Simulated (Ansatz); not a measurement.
Input and output for tetraphenylborate, `c1ccc([B-](c2ccccc2)(c2ccccc2)c2ccccc2)cc1`.

```yaml
crystal:
  periodic: [false, false, false]
  atoms:
    - {symbol: C, position_ang: [-2.507088, -3.123081, 2.078783]}
    - {symbol: C, position_ang: [-3.110946, -2.134908, 1.283947]}
    - {symbol: C, position_ang: [-2.320287, -1.191107, 0.608274]}
    - {symbol: C, position_ang: [-0.906748, -1.189386, 0.685528]}
    - {symbol: B, position_ang: [-0.000334, -0.000056, 0.000255]}
    - {symbol: C, position_ang: [0.044319, 1.151351, 1.174149]}
    - {symbol: C, position_ang: [-0.969196, 2.131651, 1.299891]}
    - {symbol: C, position_ang: [-1.003790, 3.047899, 2.363744]}
    - {symbol: C, position_ang: [-0.013623, 3.012301, 3.359310]}
    - {symbol: C, position_ang: [0.998035, 2.041667, 3.273759]}
    - {symbol: C, position_ang: [1.016817, 1.133386, 2.202741]}
    - {symbol: C, position_ang: [-0.635288, 0.552900, -1.412816]}
    - {symbol: C, position_ang: [-1.306864, -0.304094, -2.317582]}
    - {symbol: C, position_ang: [-1.751900, 0.129275, -3.577184]}
    - {symbol: C, position_ang: [-1.532746, 1.454964, -3.986299]}
    - {symbol: C, position_ang: [-0.855403, 2.327962, -3.119132]}
    - {symbol: C, position_ang: [-0.417468, 1.877227, -1.863167]}
    - {symbol: C, position_ang: [1.496732, -0.515049, -0.446192]}
    - {symbol: C, position_ang: [2.607617, 0.361391, -0.489227]}
    - {symbol: C, position_ang: [3.863088, -0.036290, -0.977160]}
    - {symbol: C, position_ang: [4.054411, -1.344008, -1.452689]}
    - {symbol: C, position_ang: [2.968745, -2.235093, -1.438864]}
    - {symbol: C, position_ang: [1.720337, -1.820023, -0.947331]}
    - {symbol: C, position_ang: [-0.332195, -2.188659, 1.507333]}
    - {symbol: C, position_ang: [-1.107036, -3.140395, 2.190192]}
    - {symbol: H, position_ang: [-3.121476, -3.868427, 2.610366]}
    - {symbol: H, position_ang: [-4.209823, -2.098572, 1.191429]}
    - {symbol: H, position_ang: [-2.817613, -0.419280, -0.002327]}
    - {symbol: H, position_ang: [-1.762677, 2.173282, 0.535343]}
    - {symbol: H, position_ang: [-1.812393, 3.796631, 2.418276]}
    - {symbol: H, position_ang: [-0.033355, 3.729842, 4.196172]}
    - {symbol: H, position_ang: [1.779455, 1.991215, 4.051092]}
    - {symbol: H, position_ang: [1.815779, 0.374513, 2.162108]}
    - {symbol: H, position_ang: [-1.482790, -1.351836, -2.022350]}
    - {symbol: H, position_ang: [-2.273562, -0.574601, -4.247882]}
    - {symbol: H, position_ang: [-1.881282, 1.802602, -4.972838]}
    - {symbol: H, position_ang: [-0.664997, 3.370556, -3.425970]}
    - {symbol: H, position_ang: [0.119892, 2.578658, -1.203533]}
    - {symbol: H, position_ang: [2.479594, 1.395818, -0.129444]}
    - {symbol: H, position_ang: [4.700891, 0.681598, -0.988587]}
    - {symbol: H, position_ang: [5.037840, -1.663718, -1.835102]}
    - {symbol: H, position_ang: [3.096191, -3.263755, -1.817043]}
    - {symbol: H, position_ang: [0.880767, -2.534827, -0.954954]}
    - {symbol: H, position_ang: [0.764587, -2.216819, 1.617565]}
    - {symbol: H, position_ang: [-0.614241, -3.902695, 2.817457]}
basis:
  gaussian: {orbitals: def2-mTZVPP, fitting: {mean_field: def2-universal-jkfit}}
total_charge: -1
hamiltonian: {xc: {name: PBEsol}, dispersion: d3bjatm}
scf: {lower_state_search: off}
```

```sh
$ ansatz run in.yaml --threads 2 --pin off --events-out ev --progress --plain --max-ram 22528MiB --backend cuda --devices 0, --max-vram 18GiB
```

It prints (some lines left out):

```
Functional definition: PBEsol
2235 factors; integrals over basis functions are off by at most 2.1e-1 eV
mean field evaluation 1: about -25710.0213 eV, gradient 1.3e2 eV
mean field evaluation 2: about -25638.0735 eV, gradient 2.1e2 eV
mean field evaluation 4: about -25749.8923 eV, gradient 4.4e1 eV
mean field evaluation 8: about -25755.0472 eV, gradient 2.1e-1 eV
mean field evaluation 16: about -25755.0311 eV, gradient 1.4e-3 eV
mean field -25755.03106375 eV, -946.4799342059 hartree, gradient 2.3e-6 eV, S^2 0.000000; 0 other end points of the search recorded, 0 dependent functions left out
reference -25755.03114380 eV, -946.4799371475 hartree; 85, 85 occupied and 490, 490 virtual orbitals, 2235 factors
Total energy: -25755.92587156 eV, -946.5128177862 hartree
Checks for a lower state left out: stability, starts, cluster_reference, orbital_swaps, neighbouring_geometries, increment
```

It took 7 s on 2 threads of AMD EPYC 7R13 on a shared host and a share (18 GiB) of an NVIDIA H100 80GB HBM3.

The highest occupied level of an anion often lies above zero with these methods, and sets without diffuse functions describe the outer electron poorly.
